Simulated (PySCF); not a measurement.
Molecule: C5H11O, charge 0, multiplicity 2. It need not be the lowest isomer of its formula. 
Geometry from a B3LYP-D3(BJ)/def2-TZVP (Ansatz) optimisation:
SMILES: CCC([O])CC
```xyz
17

C      2.5467    -0.0471    -0.3144
C      1.2336     0.7235    -0.3507
C      0.0070    -0.1504    -0.0345
C     -1.3366     0.5748    -0.2268
C     -2.5427    -0.3417    -0.0692
O      0.1016    -0.7778     1.1743
H      2.5695    -0.8221    -1.0847
H      2.6818    -0.5327     0.6520
H      3.3959     0.6164    -0.4852
H      1.0848     1.1805    -1.3326
H      1.2537     1.5414     0.3756
H      0.0227    -1.0112    -0.7429
H     -1.3811     1.3889     0.5026
H     -1.3361     1.0404    -1.2160
H     -2.5277    -0.8343     0.9029
H     -3.4750     0.2187    -0.1542
H     -2.5498    -1.1184    -0.8381
```
Charge 0, spin multiplicity 2.

Dispersion corrections to the total energy (kcal/mol) from the dftd3 and dftd4 libraries through PySCF: D3(BJ) without and D4 with the three-body term, each with the damping fitted for the functional named.

```csv
functional,D3(BJ),D4
B3LYP,-13.07,-11.43
HF,[?],-27.19
B2GP-PLYP,-4.00,-3.03
TPSS,-9.76,[?]
HSE06,-4.81,-5.59
r2SCAN,[?],-1.94
revPBE,-20.49,-25.22
```

**Question.** Fill in the missing entries.

**Answer.** 
- HF, D3(BJ): -58.34
- TPSS, D4: -9.78
- r2SCAN, D3(BJ): -2.27
